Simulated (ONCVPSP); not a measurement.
**Transferability test, ONCV potential for Mn (Z = 25)**

| Item | Value |
| --- | --- |
| Element | Mn |
| Generator | ONCVPSP 4.0.1 |
| Type | optimised norm-conserving Vanderbilt (ONCV) |
| Functional | LDA (Perdew-Wang 92) |
| Relativity | scalar-relativistic |
| Frozen core | [Ne] |
| Valence charge | 15 |
| Reference configuration | 3s2 3p6 3d5 4s0.5 (charge +1.5) |
| Partial waves | 3s+4s: rc 1.25 bohr, ncon 4, nbas 8, qcut 11.6 1/bohr, 2 projectors; 3p: rc 0.95 bohr, ncon 5, nbas 8, qcut 10.2 1/bohr, 2 projectors, debl 2.6 Ha; 3d: rc 1.80 bohr, ncon 3, nbas 7, qcut 9.2 1/bohr, 2 projectors, debl 3.8 Ha; f scattering state at 0.14 Ha: rc 1.85 bohr, ncon 4, nbas 8, qcut 5.9 1/bohr, 3 projectors, debl 1 Ha |
| Local potential | polynomial inside 0.90 bohr (lpopt 4, dvloc0 6 Ha) |
| Core correction | Teter function, fcfact 1.75, rcfact 1.5 |

Energies are relative to the spin-unpolarised reference configuration 3s2 3p6 3d5 4s0.5; without spin polarisation the order of configurations can differ from experiment.

```
valence configuration  charge  ΔE all-electron (eV)  error AE − PS (meV)
      3s2 3p6 3d5 4s2       0               -15.650                 +5.5
      3s2 3p6 3d5 4s1      +1                -7.003                 +1.0
    3s2 3p6 3d5 4s1.5    +0.5               -12.188                 +3.0
```

What are ΔE and the potential's error for 3s2 3p6 3d5 4s0?

ΔE = 8.867 eV all-electron; the error (AE − PS) is +0.3 meV.
